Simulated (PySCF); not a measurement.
[Ho(NH3)]3+ at several levels of theory

Computed with PySCF 2.14.0 (density fitting, no spin-orbit coupling) at the geometry relaxed with PBE0:

```xyz
5
[Ho(NH3)]3+ (singlet in the valence; each metal's 4f electrons, 10 of them, lie in its core potential, out of spins and levels)
Ho    0.0000    0.0000   -0.1201
N     0.0000    0.0000    2.1777
H     0.9417    0.0000    2.6387
H    -0.4709    0.8155    2.6387
H    -0.4708   -0.8156    2.6387
```

```csv
level,basis,state,HOMO (eV),gap (eV),charge on Ho1 (e),population of f-type functions on Ho1 (polarisation alone where 4f lies in the core),dipole about the centre of mass (D),largest force component (eV/Å)
PBE0,"Ho lcecp-1-SVP with ECP56, N def2-SVP, H def2-SVP",singlet,-28.07,7.66,2.46,0.01,3.98,0.01
revPBE,the same,singlet,-26.65,5.16,2.41,0.01,4.29,0.35
M06-L,the same,singlet,-26.80,5.93,2.49,0.01,3.87,0.21
```

In the lcecp rows the 4f levels are missing from HOMO and gap, and the state counts the valence alone.

Charges are Mulliken's, which hang on the basis. The relaxation used the grid (50, 194), these runs (75, 302) or, all-electron (x2c bases, spin-free X2C Hamiltonian), (99, 590).

Problem. What does PBE0 with Ho lcecp-1-TZVP with ECP56, N def2-TZVP, H def2-TZVP give here?

Solution. state singlet, HOMO (eV) -27.98, gap (eV) 7.62, charge on Ho1 (e) 2.55, population of f-type functions on Ho1 (polarisation alone where 4f lies in the core) 0.02, dipole about the centre of mass (D) 4.06, largest force component (eV/Å) 0.32. Time: 5.5 s on 2 threads of Arm Neoverse V1 (shared host), from free ions and atoms.

In the first row's basis the gap widens with exact exchange: 5.2 to 5.9 eV for revPBE, M06-L (none); 7.7 eV for PBE0 (a fixed share).

An lcecp potential fixes the number of 4f electrons, so in runs with it no electron can move into or out of that shell.
